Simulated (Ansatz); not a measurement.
Species: N-dimethylboranylmethanamine, C3H10BN, charge 0, multiplicity 1. 
Geometry from a B3LYP-D3(BJ)/def2-TZVP (Ansatz, a program for electronic structure) optimisation:
```xyz
15

C      1.6089    -1.1548     0.5939
N      0.9805    -0.0611    -0.1237
B     -0.3732     0.2964    -0.1719
C     -0.7904     1.5639    -1.0203
C     -1.4710    -0.5258     0.6212
H      2.3315    -0.7888     1.3293
H      2.1331    -1.8334    -0.0854
H      0.8543    -1.7287     1.1266
H      1.6365     0.5092    -0.6359
H     -1.3487     2.2761    -0.4037
H      0.0481     2.1013    -1.4718
H     -1.4723     1.2752    -1.8273
H     -1.3024    -1.6054     0.6248
H     -2.4740    -0.3484     0.2282
H     -1.4885    -0.2108     1.6713
```

Computed values are from Ansatz. Correlated levels leave the core frozen unless marked. UHF or UKS for open shells. No spin-orbit coupling. Non-relativistic. Basis-set limits of correlation are two-point, X^-3; Hartree-Fock from the larger set.

**Question.** What is the dipole moment at CCSD(T)/aug-cc-pVDZ?

**Answer.** 1.47 D.

**Question.** What is the total energy at CCSD(T)/CBS(cc-pVTZ,cc-pVQZ)?

**Answer.** -199.7218 Eh.

**Question.** What is the atomisation energy De at CCSD(T)/CBS(cc-pVTZ,cc-pVQZ)?

**Answer.** 1394.2 kcal/mol.

**Question.** What is the T1 diagnostic at CCSD/cc-pVQZ?

**Answer.** 0.011.
